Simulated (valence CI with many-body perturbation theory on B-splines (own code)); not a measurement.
The numbers below are computed, except where a source is named.
# Assign the levels of Nd11+

Level of theory: configuration interaction combined with many-body perturbation theory (CI+MBPT): three valence electrons over a frozen Dirac-Fock core [Kr] 4d10, radial functions for each j: 7 s, 7 p, 7 d, 7 f, 4 g, 2 h, with the one-electron correlation potential Σ1 (screened to all orders), the two-electron term Σ2, the three-electron term Σ3, Breit, model QED; selected single and double excitations, second order for the rest, scaled by the run's own slope (own B-spline code, finite nucleus).

No measured levels were compared; by estimate terms of the open shell hold to a few per cent of their energy, and close levels can change places; configurations with another count of f electrons can be misplaced by thousands of cm⁻¹.

```tsv
No.	J	Parity	E (cm⁻¹)	g
1	5/2	odd	0.0	0.856
2	7/2	odd	4204	1.142
3	1/2	odd	52963	0.665
4	3/2	odd	98336	1.334
5	7/2	even	123410	0.669
6	9/2	even	125020	0.969
7	11/2	even	127210	1.132
8	13/2	even	129720	1.230
9	3/2	even	130850	0.404
10	5/2	even	131860	1.028
11	7/2	even	133180	1.228
15	11/2	even	140470	1.090
17	5/2	even	143080	0.871
18	7/2	even	146610	1.124
```

Energies count from the lowest level. Strongly mixed levels and levels close to another of their J and parity are left out, so the numbers can have gaps.

Question: Give configuration and LS term of each level.

Answer: 1: 4f5s² ²F°; 2: 4f5s² ²F°; 3: 5s²5p ²P°; 4: 5s²5p ²P°; 5: 4f²5s ⁴H; 6: 4f²5s ⁴H; 7: 4f²5s ⁴H; 8: 4f²5s ⁴H; 9: 4f²5s ⁴F; 10: 4f²5s ⁴F; 11: 4f²5s ⁴F; 15: 4f²5s ²H; 17: 4f²5s ²F; 18: 4f²5s ²F.
